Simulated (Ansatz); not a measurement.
C3H5B (`BC1=CC1`), relaxed with RKS PBE0-D4/def2-TZVP in the Gaussian-basis code of Ansatz from a PBE-D4/def2-SVP geometry. The force threshold is 0.005 eV/Å; the program also tests the step.

Total charge 0; spin multiplicity 1.

Start:

```xyz
9

B    -0.071    0.699    1.093
C    -0.483    0.791   -0.342
C    -0.371    0.032   -1.399
C     0.277   -0.675   -0.236
H    -0.872    0.295    1.915
H     0.972    1.219    1.444
H    -0.577   -0.097   -2.463
H    -0.256   -1.541    0.201
H     1.383   -0.722   -0.213
```

By how much does the energy fall, and how many steps does the optimiser take? (Estimate.)

Ansatz gave: 0.05 eV, in 6 steps.

Which bonds change most? (Estimate.)

The calculation gave: C2–C3 from 1.306 to 1.283 Å; B1–H6 from 1.217 to 1.195 Å; B1–H5 from 1.217 to 1.195 Å; C4–H9 from 1.107 to 1.087 Å.

Give the relaxed structure. (Best estimate.)

The calculation gave: 
```xyz
9

B    -0.071    0.695    1.086
C    -0.474    0.775   -0.340
C    -0.368    0.033   -1.382
C     0.279   -0.676   -0.232
H    -0.863    0.298    1.889
H     0.955    1.206    1.426
H    -0.572   -0.091   -2.428
H    -0.250   -1.524    0.195
H     1.365   -0.717   -0.216
```
